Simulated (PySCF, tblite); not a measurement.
Species: C4HF3OS.
Numbering: `[O:1]=[c:2]1[cH:3][c:4]1[S:5][C:6]([F:7])([F:8])[F:9]` (hydrogens: H10 on C3)

Structure optimised with GFN2-xTB, isolated species.

(1) What internal coordinates does the optimisation give?

## Answers

(1) 
| bond | length (bohr) | order |
| --- | --- | --- |
| O1=C2 | 2.235 | double |
| C2–C3 | 2.665 | aromatic |
| C3–C4 | 2.567 | aromatic |
| C4–S5 | 3.208 | single |
| S5–C6 | 3.510 | single |
| C6–F7, C6–F8, C6–F9 | 2.507 | single |
| C2–C4 | 2.773 | aromatic |
| C3–H10 | 2.013 | single |

Bonds in one row agree within 0.02 bohr and their mean is given. Orders are formal, as drawn. A selection of angles:
| angle | degrees |
| --- | --- |
| O1–C2–C3 | 156.6 |
| O1–C2–C4 | 147.1 |
| C3–C2–C4 | 56.3 |
| C2–C3–C4 | 64.0 |
| C3–C4–S5 | 144.1 |
| C2–C4–C3 | 59.7 |
| C2–C4–S5 | 156.2 |
| C4–S5–C6 | 96.6 |
| S5–C6–F7 | 111.2 |
| S5–C6–F8 | 109.5 |
| F7–C6–F8 | 108.4 |

Torsions: C3–C4–S5–C6 180° (antiperiplanar); C4–S5–C6–F7 -60° (synclinal).

The C–C distances run from 1.359 Å (C3–C4, drawn aromatic) to 1.468 Å (C2–C4, drawn aromatic), a spread of 0.109 Å. The 2 C–S bonds span 1.698 Å (C4–S5, drawn single) to 1.858 Å (S5–C6, drawn single), a spread of 0.160 Å. The 3-membered ring C2–C3–C4 has internal angles of 56.3° to 64.0°. All 3 C–F bonds measure 1.326 to 1.327 Å.

Point group: Cs (tolerance 0.08 Å). Its GFN2-xTB frequencies are all real (lowest 31 cm⁻¹). The numbers are those of one conformer.

These are computed values.
